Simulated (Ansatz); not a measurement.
Stepwise reaction of `O[B](F)[AlH][F]` with hydrogen, as a gas-phase model of exchange steps in deposition or etching. ΔE in kJ/mol; ΔG adds harmonic PBE0-D4 terms to CCSD(T)/CBS, at 1 bar.

Computed with Ansatz on PBE0-D4/def2-TZVP structures; ΔE is electronic, products minus reactants. CBS: MP2 limit from def2 TZ/QZ plus the TZ coupled-cluster correction, frozen cores. This one scheme is used for every species. DFT in def2-TZVPP. B3LYP here is the variant with VWN-RPA as its local correlation; programs differ in this. Each species was taken in one conformer, which may not be the lowest.

```json
{"step": "1", "reaction": "`O[B](F)[AlH][F]` + H₂ → `O[BH][AlH][F]` + H–F", "PBE-D4": "142.0", "B3LYP-D4": "143.7", "ωB97M-V": "143.8", "CCSD(T)/CBS": "135.0", "ΔG(500 K)": "131.4"}
{"step": "2", "reaction": "`O[BH][AlH][F]` + H₂ → `O[BH][AlH2]` + H–F", "PBE-D4": "169.4", "B3LYP-D4": "177.6", "ωB97M-V": "175.4", "CCSD(T)/CBS": "174.4", "ΔG(500 K)": "173.6"}
```

Question: By hand: ΔE of the 2 steps together at CCSD(T)/CBS.

Answer: (135.0) + (174.4) = 309.4 kJ/mol, or 154.7 kJ/mol a step.

In ΔE each step is higher than the one before. All are uphill at CCSD(T)/CBS. ΔG lies between 131.4 and 173.6 kJ/mol a step. PBE-D4 differs from CCSD(T)/CBS by -5.0 to 7.0 kJ/mol a step. Isolated molecules leave out the surface, adducts and barriers. Largest T1 diagnostic: 0.014.
